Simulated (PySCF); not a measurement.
C3H10FNSi, SMILES [SiH2](C(F)(C)C)N.

Geometry: B3LYP-D3(BJ)/def2-SVP. The structure was generated by enumeration, and PubChem lists no compound with its InChIKey, so it may never have been made. One conformer was computed; it need not be the lowest.

All values below come from TDA-PBE/def2-SVPD in PySCF 2.14.0.

Vertical excitations. Isolated molecule, no solvent.

Q: Give excitation energies, oscillator strengths and character. (An estimate is asked for; the answer gives what the named calculation found.)

A: 
| state | energy (eV) | λ (nm) | f | main pairs |
|---|---|---|---|---|
| S1 | 5.48 | 226 | 0.011 | HOMO→LUMO 99 % |
| S2 | 5.98 | 207 | 0.009 | HOMO→LUMO+1 99 % |
| S3 | 6.45 | 192 | 0.014 | HOMO→LUMO+2 96 % |
| S4 | 6.67 | 186 | 0.018 | HOMO−1→LUMO 91 % |
| S5 | 6.85 | 181 | 0.027 | HOMO→LUMO+4 53 %, HOMO→LUMO+3 45 % |
| S6 | 6.91 | 179 | 0.012 | HOMO→LUMO+3 37 %, HOMO→LUMO+4 35 %, HOMO→LUMO+5 24 % |
| T1 | 5.21 | 238 | 0 | HOMO→LUMO 99 % |
| T2 | 5.86 | 212 | 0 | HOMO→LUMO+1 99 % |
Triplets are in the Tamm–Dancoff approximation.
